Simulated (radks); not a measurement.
Values are calculated unless marked as measured or tabulated.
Q: The mean radii <r> (bohr) of the occupied orbitals of an atom or ion are listed with their occupations. Level of theory: scalar-relativistic Kohn-Sham, PBE, spin-unpolarised, spherical densities, finite nucleus; Fermi nuclear charge, rms radius of each element as measured or else 0.836 A^(1/3) + 0.57 fm (a radial shooting solver on a logarithmic mesh with Libxc functionals).

orbital  occ.      <r>
1s          2  0.03916
2s          2   0.1725
2p          6   0.1504
3s          2   0.4920
3p          6   0.4984
3d         10   0.4982
4s          2    1.352
4p          6    1.548

Name the element and its charge.

A: Z = 38, strontium, charge +2: Sr2+ in [Kr]. The 1s radius gives Z: for a bare nucleus <r> = (2 gamma + 1)/(2Z) with gamma = sqrt(1 - (Z/c)^2), 0.03844 bohr for Z = 38, and screening makes it slightly larger (0.03916 here). The occupations add up to 36, and the charge is Z minus that.
